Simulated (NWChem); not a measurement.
Program: NWChem. System: H$_{5}$GaO$_{2}$Si, charge 0, spin multiplicity 1, at a geometry optimised with PBE0/def2-SVP. The structure started from a generated list of species. Level: G0W0@PBE0/def2-TZVP, RI basis def2-tzvp-rifit.

Input file:

```
start mol
memory heap 200 mb stack 700 mb global 1700 mb
geometry units angstroms nocenter noautoz noautosym
  Ga    -0.287846     0.073711    -0.199927
  O     -1.628778    -1.099150    -0.360338
  H     -2.368391    -0.842997    -0.919396
  O     -0.410251     1.621929    -1.087754
  H     -1.201668     1.760032    -1.616935
  Si     1.621151    -0.415603     1.145570
  H      2.110824     0.823666     1.819609
  H      2.715362    -0.953096     0.280165
  H      1.283200    -1.436421     2.181066
end
basis spherical
  * library def2-tzvp
end
basis "ri basis" bse spherical
  * library def2-tzvp-rifit
end
dft
  xc pbe0
  iterations 100
  direct
  tolerances tight
end
task dft energy
gw
  method cdgw
  states alpha occ 4 vir 2
end
task dft gw
```

Part of the output:

```
             Northwest Computational Chemistry Package (NWChem) 7.3.0
             --------------------------------------------------------

                                NWChem Input Module
                                -------------------

 Scaling coordinates for geometry "geometry" by  1.889725989
 (inverse scale =  0.529177249)

                             Geometry "geometry" -> ""
                             -------------------------

 Output coordinates in angstroms (scale by  1.889725989 to convert to a.u.)

  No.       Tag          Charge          X              Y              Z
 ---- ---------------- ---------- -------------- -------------- --------------
    1 Ga                  31.0000    -0.28784600     0.07371100    -0.19992700
    2 O                    8.0000    -1.62877800    -1.09915000    -0.36033800
    3 H                    1.0000    -2.36839100    -0.84299700    -0.91939600
    4 O                    8.0000    -0.41025100     1.62192900    -1.08775400
    5 H                    1.0000    -1.20166800     1.76003200    -1.61693500
    6 Si                  14.0000     1.62115100    -0.41560300     1.14557000
    7 H                    1.0000     2.11082400     0.82366600     1.81960900
    8 H                    1.0000     2.71536200    -0.95309600     0.28016500
    9 H                    1.0000     1.28320000    -1.43642100     2.18106600

 Effective nuclear repulsion energy (a.u.)     352.5767130661

            Nuclear Dipole moment (a.u.)
            ----------------------------
        X                 Y               Z
 ---------------- ---------------- ----------------
    -0.0000321253     0.0000283459     0.0000302356


 Summary of "ao basis" -> "" (spherical)
 ------------------------------------------------------------------------------
       Tag                 Description            Shells   Functions and Types
 ---------------- ------------------------------  ------  ---------------------
 *                         def2-tzvp                  on all atoms

 new library libraries.bse/

 Summary of "ri basis" -> "" (spherical)
[...]
        -299.804408562855         143.541386033593         782.109913783045

     Multipole analysis of the density
     ---------------------------------

     L   x y z        total         alpha         beta         nuclear
     -   - - -        -----         -----         ----         -------
     0   0 0 0     -0.000000    -33.000000    -33.000000     66.000000

     1   1 0 0     -0.345781     -0.172874     -0.172874     -0.000032
     1   0 1 0      0.089325      0.044648      0.044648      0.000028
     1   0 0 1     -0.234047     -0.117039     -0.117039      0.000030

     2   2 0 0    -28.856285   -161.664526   -161.664526    294.472766
     2   1 1 0     -3.150052      5.392756      5.392756    -13.935564
     2   1 0 1      2.823706    -83.526196    -83.526196    169.876098
     2   0 2 0    -35.942596    -90.741285    -90.741285    145.539974
     2   0 1 1      0.845621     39.775654     39.775654    -78.705687
     2   0 0 2    -29.675739    -89.334606    -89.334606    148.993472

 Task  times  cpu:      150.4s     wall:      150.4s

                                NWChem Input Module
                                -------------------

                                 NWChem GW Module
                                 ----------------

                             ***********************
                             ***        GW       ***
                             ***********************

 Summary of "ri basis" -> "ri basis" (spherical)
 ------------------------------------------------------------------------------
       Tag                 Description            Shells   Functions and Types
 ---------------- ------------------------------  ------  ---------------------
 Ga                     def2-tzvp-rifit             37      159   10s9p8d5f4g1h
 O                      def2-tzvp-rifit             22       76   8s6p4d3f1g
 H                      def2-tzvp-rifit              7       15   4s2p1d
 Si                     def2-tzvp-rifit             29      113   9s7p6d5f2g

                 Memory Information
                 ------------------
          Available GA per process is          1699.8 MBs
          Available stack per process is        700.0 MBs
          Available heap per process is           0.1 MBs

          Peak memory in Initialization
              Peak GA per process is                 25.6 MBs
              Peak stack per process is               0.3 MBs
              Peak heap per process is               26.6 MBs
              Memory not in MA per process            0.0 MBs

          Peak memory in CDGW Calculation
              Peak GA per process is                 29.7 MBs
              Peak stack per process is               3.8 MBs
              Peak heap per process is                4.1 MBs
              Memory not in MA per process            0.0 MBs

          Computing 2-center integrals
          Computing Inverse Cholesky factor
          Computing 3-center integrals
          Computing Vxc

          Computing Sigma_x
          Computing W(iw) on the imaginary grid
          Solving quasiparticle equations

                  Alpha Orbitals
          State     Energy (eV)     Error (eV)
          -----------------------------------
@GW        30        -11.213           0.005
@GW        31        -10.847           0.004
@GW        32        -10.596           0.005
@GW        33        -10.349           0.005
@GW        34          0.845           0.005
@GW        35          1.530           0.004

     GW Timing Statistics
   ------------------------
   Init.   :          0.4s
     ERIs  :         10.2s
     Distr.:          0.1s
     Vxc   :         17.0s
   Vmo     :          0.0s
   iW      :         13.1s
   I_n     :          0.0s
   R_n     :          2.9s
   GW total:         43.8s

 Task  times  cpu:       43.8s     wall:       43.8s

 Total times  cpu:      194.2s     wall:      194.2s
```
